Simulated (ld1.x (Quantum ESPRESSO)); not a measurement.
## Before and after: TM potential for iodine

| Property | Result |
| --- | --- |
| Element | iodine (I) |
| Generator | ld1.x (Quantum ESPRESSO) 7.5 |
| Type | norm-conserving Troullier–Martins (Kleinman–Bylander form) |
| Functional | LDA (PZ) |
| Relativity | scalar-relativistic |
| Frozen core | [Kr] |
| Valence charge | 17 |
| Reference configuration | 4d10 5s1 5p6 |
| Partial waves | 5s (bound): rc 1.50 bohr; 5p (bound): rc 1.45 bohr; 4d (bound): rc 1.40 bohr |
| Local potential | all-electron potential smoothed inside 1.25 bohr (lloc = -1) |
| Core correction | Bessel-smoothed model core inside 0.85 bohr |

Change: wave 5s (bound): rc 1.50 bohr becomes 5s (bound): rc 2.28 bohr.

Cutoffs: the cutoffs (Ry, on a coarse ladder) from which the occupation-weighted sum of valence levels, in a spherical-Bessel basis at the reference potential, stays within 10 and 1 mRy of its value at 400 Ry; they do not see the model core or the augmentation charge, which bear on the density cutoff. Errors are all-electron minus pseudo energies relative to the spin-unpolarised reference configuration.

Problem. What does the change do?

Solution. The potential gets neither clearly harder nor softer (120 Ry and 200 Ry → 120 Ry and 200 Ry); both files keep a bound ghost (p, s); of the 9 tests that both files solve, the error grows in 5 and shrinks in 0 by more than 15 % and 0.3 meV (median size 10.9 → 20.9 meV). More of the atom is replaced by a form fitted at one configuration, so other configurations suffer.

| quantity | base | changed |
| --- | --- | --- |
| cutoff, loose | 120 Ry | 120 Ry |
| cutoff, tight | 200 Ry | 200 Ry |
| loose cutoff by channel (10 mRy a level) | s 35 Ry, p 60 Ry, d 90 Ry | s 18 Ry, p 60 Ry, d 90 Ry |
| bound ghosts | s, p | s, p |
| error for 4d10 5s2 5p5, meV [ΔE -10.51 eV] | -9.1 | -19 |
| error for 4d10 5s2 5p4, meV [ΔE 0.79 eV] | -10 | -13 |
| error for 4d10 5s2 5p3, meV [ΔE 20.86 eV] | -58 | -50 |
| error for 4d9 5s2 5p5, meV [ΔE 47.80 eV] | -1096 | -952 |
| error for 4d9 5s2 5p6, meV [ΔE 35.26 eV] | -979 | -852 |
| error for 4d10 5s1 5p5, meV [ΔE 11.86 eV] | -30 | -29 |
| error for 4d10 5s2 5p4.5, meV [ΔE -5.90 eV] | -3.0 | -9.9 |
| error for 4d10 5s1 5p6 (spin-polarised), meV [ΔE -0.16 eV] | -0.1 | -6.6 |
| error for 4d10 5s2 5p5 (spin-polarised), meV [ΔE -10.63 eV] | -11 | -21 |

 A true bound ghost makes a file unfit for plane-wave use even where its test errors are small: the radial tests pick states by their node count and pass the ghost by.
